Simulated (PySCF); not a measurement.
**Working out the ionisation energy of Ne⁺**

Ne⁺ [He] 2s2 2p5 (2P) → Ne²⁺ [He] 2s2 2p4 (3P). Computed with PySCF 2.14 in dyall-acv3z, with scalar relativity by spin-free X2C-1e. Frozen: nothing; the 5 highest virtual orbitals dropped. Energies in hartree (1 hartree = 27.21139 eV):

```tsv
part	Ne⁺ (lower)	Ne²⁺ (upper)
UHF	-127.962646	-126.520083
MP2 opposite-spin	-0.208898	-0.165853
MP2 same-spin	-0.057812	-0.044094
```

Task: What does Hartree-Fock give?

Result: (-126.520083) − (-127.962646) = 1.442563 hartree = 39.254 eV.

Task: What do MP2 and SCS-MP2 (6/5 opposite-spin, 1/3 same-spin) give?

Result: The opposite-spin parts differ by 1.171 eV and the same-spin parts by 0.373 eV. MP2: 39.254 + (1.171) + (0.373) = 40.798 eV. SCS-MP2: 39.254 + 1.2 × (1.171) + (0.373)/3 = 40.784 eV.

A first-order spin-orbit estimate adds -0.005 eV to MP2 (valence and next inner shell), giving 40.793 eV against 40.963 eV (measured; NIST Atomic Spectra Database, ionization energies).

What remains against the reference includes basis incompleteness and correlation beyond second order.
